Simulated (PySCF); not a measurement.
Au³⁺ (gold, charge +3): UHF calculation

Configuration: [Xe] 4f14 5d8, high-spin 3F determinant. Computed with PySCF 2.14 in cc-pVDZ-PP with ECP60MDF, with scalar relativity through the core potential.

| Property | Result |
| --- | --- |
| Total energy | -132.666174 hartree |
| One-electron energy | -215.0866 hartree |
| Hartree (Coulomb) energy | 93.4740 hartree |
| Exchange energy | -11.0535 hartree |
| ⟨S²⟩ | 2.0025 |
| ⟨L²⟩ | 12.031 |
| Sum of ⟨r⟩ | 20.02 bohr |
| Sum of ⟨r²⟩ | 28.78 bohr² |
| Time after the integrals | 0.09 s of wall time on 1 thread of Neoverse-V2 (shared host) |

| shell | electrons | mean orbital energy (eV) | spread (eV) | rms radius, mean of both spins (bohr) |
| --- | --- | --- | --- | --- |
| 5s α | 1 | -165.07 | 0 | 1.00 |
| 5s β | 1 | -161.53 | 0 | 1.00 |
| 5p α | 3 | -112.38 | 0 | 1.14 |
| 5p β | 3 | -107.64 | 0 | 1.14 |
| 5d α | 5 | -48.280 | 1.167 | 1.54 |
| 5d β | 3 | -46.392 | 0 | 1.54 |

Energies and moments cover only the electrons outside the core potential. Spin-orbit coupling, absent here, splits the open shell strongly.
